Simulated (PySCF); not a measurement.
## Si²⁺: ionisation energy

Si²⁺ [Ne] 3s2 (1S) → Si³⁺ [Ne] 3s1 (2S), as a difference of total energies. All numbers are calculated (PySCF 2.14, the spin-free X2C one-electron Hamiltonian (Gaussian nucleus), in x2c-TZVPPall). Correlated levels: valence: [Ne] frozen. The calculations carry no spin-orbit coupling.

Order these methods by the ionisation energy they give, lowest first.
A. UHF
B. SCS-MP2 (valence)
C. MP2 (valence)
D. CCSD (valence)

A (32.042 eV), C (32.900 eV), B (33.072 eV), D (33.252 eV).

Errors of the correlated levels include the incompleteness of this basis and the frozen core.

With two correlated electrons CCSD is exact in that space.

For comparison: 33.493 eV (measured; NIST Atomic Spectra Database, ionization energies).
